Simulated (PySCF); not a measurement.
A GIAO shielding run with PySCF 2.14.0 with density-fitted response routines (density fitting, non-relativistic, gas phase) on `COC1=C[C@@H](CCl)[SiH2]C1`, C₆H₁₁ClOSi:

```
$ OMP_NUM_THREADS=1 python probes_run.py task.json out

{"job": {"kind": "nmr", "xc": "PBE0", "basis": "pcSseg-1"}, "charge": 0, "multiplicity": 1}
C      2.883171    -0.449595    -0.868359
O      2.100238    -0.899333     0.208476
C      0.857468    -0.359665     0.353015
C      0.300036     0.604753    -0.372707
C     -1.113407     1.009498    -0.058266
C     -2.042828     0.607381    -1.192475
Cl    -2.101100    -1.166231    -1.324498
Si    -1.489384     0.101859     1.589583
C      0.081718    -0.961892     1.491060
H      3.803976    -1.029982    -0.837005
H      2.376090    -0.619077    -1.823965
H      3.118485     0.615806    -0.771449
H      0.785489     1.078690    -1.212113
H     -1.179381     2.099462     0.024684
H     -1.697044     0.980114    -2.158773
H     -3.064189     0.943555    -1.013400
H     -2.745710    -0.642090     1.592950
H     -1.449124     1.055021     2.704277
H      0.689381    -0.947156     2.394917
H     -0.119032    -2.010441     1.271011
```

Hardware: 1 thread of an Arm Neoverse N1, shared host. The job also computes population analyses, field gradients, ring-centre shieldings.

(1) How large is the calculation?

(2) How long does it take, and how much memory does it need?

Results:

(1) 86 electrons, 222 basis functions and 1195 auxiliary functions.

(2) 91 s of wall time, with 14 SCF cycles and 4 response iterations; peak memory 0.93 GiB. Times on a shared host scatter by some tens of per cent.
